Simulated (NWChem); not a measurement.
System: CH4Cl2OSi; SMILES [SiH](Cl)(Cl)CO

NWChem printed, in part:

```
             Northwest Computational Chemistry Package (NWChem) 7.3.0
             --------------------------------------------------------

                             Geometry "geometry" -> ""
                             -------------------------

 Output coordinates in angstroms (scale by  1.889725989 to convert to a.u.)

  No.       Tag          Charge          X              Y              Z
 ---- ---------------- ---------- -------------- -------------- --------------
    1 O                    8.0000    -0.87708600     2.45037800     0.11692300
    2 C                    6.0000    -1.20466800     1.17933700    -0.43582100
    3 Si                  14.0000    -0.08749900    -0.07382300     0.43309300
    4 Cl                  17.0000    -0.70346300    -1.97016700    -0.14895600
    5 Cl                  17.0000     1.88262500     0.22036100    -0.12179300
    6 H                    1.0000    -1.35914400     3.13526800    -0.37130000
    7 H                    1.0000    -1.03344700     1.13012300    -1.52263100
    8 H                    1.0000    -2.25689100     0.90092100    -0.25765600
    9 H                    1.0000    -0.16147600     0.00212600     1.90476100

 Effective nuclear repulsion energy (a.u.)     352.9729791457

                              NWChem Property Module
                              ----------------------

  itol2e modified to match energy
  convergence criterion.

                                 NWChem DFT Module
                                 -----------------

 Summary of "ao basis" -> "ao basis" (spherical)
 ------------------------------------------------------------------------------
       Tag                 Description            Shells   Functions and Types
 ---------------- ------------------------------  ------  ---------------------
 O                          def2-svp                 6       14   3s2p1d
 C                          def2-svp                 6       14   3s2p1d
 Si                         def2-svp                 8       18   4s3p1d
 Cl                         def2-svp                 8       18   4s3p1d
 H                          def2-svp                 3        5   2s1p

  itol2e modified to match energy
  convergence criterion.

[...]

          -----------------------
          Electric field gradient
          -----------------------

 1 a.u. = 0.324123 10**(16) esu/cm**3  ( or statvolts/cm**2 ) = 0.97174 10**(22) v/m**2

 ------------------------------------------------------------
   Atom      X         Y         Z
 ------------------------------------------------------------
    1 O   -1.65745   4.63054   0.22095
 ------------------------------------------------------------

 Electric field gradient in molecular frame (a.u.)
         XX             YY             ZZ             XY             XZ             YZ
 ------------------------------------------------------------------------------------------
        1.067061      -1.807902       0.740841       0.338384      -1.026182      -0.094926

 Principal components (a.u.) and orientation
 of principal axis w.r.t. absolute frame                      Asymmetry parameter eta
 --------------------------------------------------------------------------------------
        1.970025      -1.847453      -0.122571                       0.875564

        0.761697      -0.119072       0.636898
        0.084366       0.992827       0.084717
       -0.642417      -0.010796       0.766279

 ------------------------------------------------------------
   Atom      X         Y         Z
 ------------------------------------------------------------
    2 C   -2.27649   2.22862  -0.82358
 ------------------------------------------------------------

 Electric field gradient in molecular frame (a.u.)
         XX             YY             ZZ             XY             XZ             YZ
 ------------------------------------------------------------------------------------------
        0.127298      -0.209426       0.082127      -0.113728      -0.008914      -0.171427

 Principal components (a.u.) and orientation
 of principal axis w.r.t. absolute frame                      Asymmetry parameter eta
 --------------------------------------------------------------------------------------
       -0.314758       0.196118       0.118640                       0.246151

        0.236819       0.652283      -0.720031
        0.889963      -0.442928      -0.108542
        0.389721       0.615096       0.685401

 ------------------------------------------------------------
   Atom      X         Y         Z
 ------------------------------------------------------------
    3 Si  -0.16535  -0.13951   0.81843
 ------------------------------------------------------------

 Electric field gradient in molecular frame (a.u.)
         XX             YY             ZZ             XY             XZ             YZ
 ------------------------------------------------------------------------------------------
       -0.238388      -0.233350       0.471738      -0.282903       0.202626      -0.237123

 Principal components (a.u.) and orientation
 of principal axis w.r.t. absolute frame                      Asymmetry parameter eta
 --------------------------------------------------------------------------------------
        0.636375      -0.519429      -0.116946                       0.632463

        0.316032       0.699049      -0.641447
       -0.343878       0.714524       0.609265
        0.884235       0.028032       0.466200

 ------------------------------------------------------------
   Atom      X         Y         Z
 ------------------------------------------------------------
    4 Cl  -1.32935  -3.72308  -0.28149
 ------------------------------------------------------------

[...]
```

Level: PBE0/def2-SVP. Geometry: optimised at B3LYP/6-31G* (spherical d). NWChem prints the field gradient with the sign opposite to the second derivative of the potential.

Write an input that gives this output.

One answer among several that fit: the input that was run:
```
start job
memory heap 200 mb stack 900 mb global 1100 mb
geometry units angstroms noautosym nocenter noautoz
  O     -0.877086     2.450378     0.116923
  C     -1.204668     1.179337    -0.435821
  Si    -0.087499    -0.073823     0.433093
  Cl    -0.703463    -1.970167    -0.148956
  Cl     1.882625     0.220361    -0.121793
  H     -1.359144     3.135268    -0.371300
  H     -1.033447     1.130123    -1.522631
  H     -2.256891     0.900921    -0.257656
  H     -0.161476     0.002126     1.904761
end
basis spherical
  O library def2-svp
  C library def2-svp
  Si library def2-svp
  Cl library def2-svp
  H library def2-svp
end
dft
  xc pbe0
  iterations 150
end
property
  efieldgrad
end
task dft property
```
